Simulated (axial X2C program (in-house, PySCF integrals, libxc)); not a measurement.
# Spin–orbit effects down a group: molecules with Sn (ions), PBE0

All values come from calculations with an axial X2C code built on PySCF integrals, spin-free (one-electron X2C) or two-component (2c: spin–orbit coupling with atomic mean-field Coulomb and Gaunt terms, which also bring small scalar terms), in Dyall basis sets with cores contracted in-house; open shells are unrestricted.

Basis sets: Br dyall-cv3z, Cl dyall-av3z, F dyall-av3z, I dyall-cv3z, Sn dyall-cv3z.

```tsv
molecule	spin-free state	Re (Å)	ωe (cm⁻¹)	De (eV)	2c state	Re 2c (Å)	ωe 2c (cm⁻¹)	De 2c (eV)
SnF⁺	M_S = 0, Λ = 0	1.875	690.0	5.10	Ω = 0	1.875	689.6	n/a
SnCl⁺	?	?	?	?	?	?	?	?
SnBr⁺	M_S = 0, Λ = 0	2.399	301.4	3.90	Ω = 0	2.400	300.2	n/a
SnI⁺	M_S = 0, Λ = 0	2.596	241.8	3.54	Ω = 0	2.601	238.8	n/a
```

Task: Estimate the 2c Re and ωe of SnCl⁺ as the mean of its neighbours in the table.

Result: Re ≈ 2.138 Å, ωe ≈ 494.9 cm⁻¹. The PBE0 runs give the row below, so the estimate misses by -0.127 Å and 67.8 cm⁻¹.

```json
{"molecule": "SnCl⁺", "spin-free state": "M_S = 0, Λ = 0", "Re (Å)": "2.264", "ωe (cm⁻¹)": "427.6", "De (eV)": "4.22", "2c state": "Ω = 0", "Re 2c (Å)": "2.265", "ωe 2c (cm⁻¹)": "427.1", "De 2c (eV)": "n/a"}
```

Fragments in 2c: Sn+ + F, Sn+ + Cl, Sn+ + Br, I + Sn+. Each entry is the lowest single determinant of a limited PBE0 search at one distance. De goes to single-determinant-based atoms at the same level (for ions the charge split of lowest energy) and is withheld (n/a) where an atom does not fit its ground term or J level. Main or longest-lived isotopes. The functionals have no current term, which raises determinants with orbital currents.
